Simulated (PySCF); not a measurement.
C4H7NO, SMILES C=C/N=C/CO.

Geometry optimised at ωB97X-D3(BJ)/def2-SVP. The structure was generated by enumeration; whether it is a known compound was not checked. The values are those of a single conformer.

Calculation: PBE/def2-TZVP run with PySCF.

Gas-phase values at a fixed geometry.

The total energy comes out as -286.32045 hartree and the highest occupied level is -6.11 eV. The lowest empty level is -2.22 eV. The orbital gap is 3.89 eV. The dipole moment is 0.94 D and the quadrupole, principal values (traceless, Buckingham form, about the centre of nuclear charge) is -5.80, 1.69, 4.11 D·Å. The mean static polarisability is 70.3 bohr³ (10.42 Å³) and the polarisability, principal values comes out as 43.8, 56.7, 110.5 bohr³.
